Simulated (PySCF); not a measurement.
Broadened absorption spectrum of C7H12SSi

Species: C7H12SSi.
InChI=1S/C7H12SSi/c1-4-7(5-2)6(3)8-9/h1H,5H2,2-3,9H3/b7-6-

Computed with PySCF, TDDFT wB97X-D/def2-SVPD, vertical, gas phase, core orbitals frozen in the response. Geometry: PBE0-D3(BJ)/def2-SVP, one conformer, isolated molecule. Torsions of this conformer, `[CH:1]#[C:2]/[C:3]([CH2:4][CH3:5])=[C:6](\[CH3:7])[S:8][SiH3:9]`: C2–C3–C4–C5 83°, C3–C6–S8–Si9 -141°.

Each state is given a Gaussian of 0.4 eV full width at half maximum, with ε(max) = 2.175×10⁸ f / Δν̃ (Δν̃ the width in cm⁻¹). The width is an assumption, not a result. The curve ends short of the highest state used, and states not computed would add to its high-energy end.

E (eV), ε (L mol⁻¹ cm⁻¹) and a bar:
```
     4.40         63 
     4.46        204 
     4.52        586 #
     4.58       1488 #
     4.64       3334 ###
     4.69       5936 ######
     4.75      10582 ##########
     4.81      16652 ################
     4.87      23129 #######################
     4.93      28359 ############################
     4.99      30697 ##############################
     5.05      29345 #############################
     5.11      24797 ########################
     5.17      18581 ##################
     5.23      12466 ############
     5.29       7712 #######
     5.35       4749 #####
     5.41       3340 ###
     5.46       2953 ###
     5.52       2942 ###
     5.58       3029 ###
     5.64       2991 ###
     5.70       2781 ###
     5.76       2465 ##
     5.82       2147 ##
     5.88       1911 ##
     5.94       1786 ##
     6.00       1746 ##
     6.06       1723 ##
     6.12       1650 ##
     6.18       1489 #
     6.24       1252 #
     6.29       1033 #
     6.35        803 #
     6.41        672 #
     6.47        703 #
```

Question: Where are the band maxima, and which computed states make them?

Answer: 248 nm (5.00 eV), ε about 31000, made up of S1 (100%); 221 nm (5.60 eV), ε about 3000, made up of S2 (40%), S3 (46%) and S4 (11%) (hardly more than a shoulder) (ε in L mol⁻¹ cm⁻¹; maxima over ε = 5, shares over 10%). At its high-energy end, 6.47 eV, the curve is still rising (ε about 700, from S5, S6, S7 and S9). The states used: S1 5.00 eV (f 0.456); S2 5.53 eV (f 0.020); S3 5.62 eV (f 0.021); S4 5.81 eV (f 0.011); S5 6.09 eV (f 0.018); S6 6.24 eV (f 0.0056); S7 6.63 eV (f 0.0055); S8 6.88 eV (f 0.012); S9 6.96 eV (f 0.150); S10 7.07 eV (f 0.0063).

Question: On this curve, what absorbance would a 10⁻⁵ mol/L sample give at 266 nm over a 1 cm path?

Answer: 266 nm is 4.661 eV, where ε is about 4300 L mol⁻¹ cm⁻¹, so A = ε c l ≈ 0.043 (Beer–Lambert, with the gas-phase spectrum and the assumed width).

Question: What would ε be at 5.00 eV, the highest of these maxima, with half the width (0.2 eV)?

Answer: About 61400 L mol⁻¹ cm⁻¹ against 30700, a factor of about 2.00; a lone state at its own centre would give exactly 2.

Question: Does any computed singlet lie in the visible range?

Answer: No computed singlet lies in the visible range (380 to 750 nm); the lowest, at 248 nm, stands 1.74 eV above its violet end (3.26 eV); a Tamm–Dancoff triplet lies at 388 nm, without intensity as long as spin–orbit coupling is left out.

The vertical ionisation energy (ΔSCF) is 8.03 eV, 0.96 eV above S10.

The run took 4.4 min wall on one thread, AMD EPYC 7R43 (x86_64), shared host with 256 logical CPUs at a one-minute load of 118, and the process peaked at 1.4 GiB of memory.
